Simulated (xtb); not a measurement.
xtb input (GFN1-xTB):

```bash
xtb mol.xyz --gfn 1 --sp --chrg 1 --uhf 0
```
mol.xyz:
```
2

Sn    -0.00000000    -0.00000000    -0.28788838
F      0.00000000     0.00000000     1.59937991
```

End of the output:

```
         :::::::::::::::::::::::::::::::::::::::::::::::::::::
         ::                     SUMMARY                     ::
         :::::::::::::::::::::::::::::::::::::::::::::::::::::
         :: total energy              -7.169868895168 Eh    ::
         :: gradient norm              0.007000228294 Eh/a0 ::
         :: HOMO-LUMO gap              5.377973221923 eV    ::
         ::.................................................::
         :: SCC energy                -7.172055883538 Eh    ::
         :: -> electrostatic           0.168958486580 Eh    ::
         :: repulsion energy           0.002369473836 Eh    ::
         :: dispersion energy         -0.000182485466 Eh    ::
         :: halogen bond corr.         0.000000000000 Eh    ::
         :: add. restraining           0.000000000000 Eh    ::
         :: total charge               1.000000000000 e     ::
         :::::::::::::::::::::::::::::::::::::::::::::::::::::

           -------------------------------------------------
          |                Property Printout                |
           -------------------------------------------------

    * Orbital Energies and Occupations

         #    Occupation            Energy/Eh            Energy/eV
      -------------------------------------------------------------
         1        2.0000           -1.2504770             -34.0272
         2        2.0000           -1.0259791             -27.9183
         3        2.0000           -0.7552132             -20.5504
         4        2.0000           -0.7552132             -20.5504
         5        2.0000           -0.7408620             -20.1599 (HOMO)
         6                         -0.5432251             -14.7819 (LUMO)
         7                         -0.5432251             -14.7819
         8                         -0.4751758             -12.9302
         9                         -0.3931415             -10.6979
        10                         -0.3931415             -10.6979
        11                         -0.3390475              -9.2260
        12                         -0.3390475              -9.2260
        13                         -0.0318907              -0.8678
      -------------------------------------------------------------
                  HL-Gap            0.1976369 Eh            5.3780 eV
             Fermi-level           -0.6420436 Eh          -17.4709 eV

  Mulliken/CM5 charges         n(s)   n(p)   n(d)
     1Sn    1.29186  1.32305   1.989  0.495  0.223
     2F    -0.29186 -0.32305   1.803  5.488  0.000

Wiberg/Mayer (AO) data.
largest (>0.10) Wiberg bond orders for each atom

 ---------------------------------------------------------------------------
     #   Z sym  total        # sym  WBO       # sym  WBO       # sym  WBO
 ---------------------------------------------------------------------------
Note: The following floating-point exceptions are signalling: IEEE_DENORMAL
normal termination of xtb
     1  50 Sn   1.235 --     2 F    1.235
     2   9 F    1.235 --     1 Sn   1.235
 ---------------------------------------------------------------------------

Topologies differ in total number of bonds
Writing topology from bond orders to xtbtopo.mol

 dipole moment from electron density (au)
     X       Y       Z
  -0.0000  -0.0000  -2.4508  total (Debye):    6.229

           -------------------------------------------------
          | TOTAL ENERGY               -7.169868895168 Eh   |
          | GRADIENT NORM               0.007000228294 Eh/α |
          | HOMO-LUMO GAP               5.377973221923 eV   |
           -------------------------------------------------

------------------------------------------------------------------------
------------------------------------------------------------------------
 total:
 SCF:
```
